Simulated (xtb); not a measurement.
CH3Cl3Sn, SMILES [Cl][Sn]([CH3])([Cl])[Cl]. All values are semi-empirical tight-binding results from xtb (GFN2-xTB unless named), good for trends rather than for accurate numbers. Geometry: GFN2-xTB. The isomer is the one that the SMILES or the coordinates give; other isomers of the formula were not compared.

Optimised geometry:

```xyz
8

C      0.0000     0.0000     2.4391
Sn     0.0000     0.0000     0.2209
Cl     1.0604     1.8706    -0.6661
Cl     1.0898    -1.8537    -0.6661
Cl    -2.1502    -0.0170    -0.6661
H     -0.6714     0.7844     2.7647
H     -0.3436    -0.9736     2.7647
H      1.0150     0.1893     2.7647
```

For metal compounds this method's bond lengths and energies can be far off.

Computed properties:
```json
{
  "point_group_as_xtb_finds_it": "C3",
  "orbital_gap": "3.05 eV",
  "zero_point_energy": "23.4 kcal/mol",
  "G − E(el) at 298.15 K (modified RRHO)": "0.7 kcal/mol"
}
```

Computed atomic charges and the Wiberg bond orders between heavy atoms:
charges (e) C1 -0.14, Sn2 0.42, Cl3 -0.18, Cl4 -0.18, Cl5 -0.18, H6 0.08, H7 0.08, H8 0.08. Bond orders C1–Sn2 0.51, Sn2–Cl3 0.86, Sn2–Cl4 0.86, Sn2–Cl5 0.86.
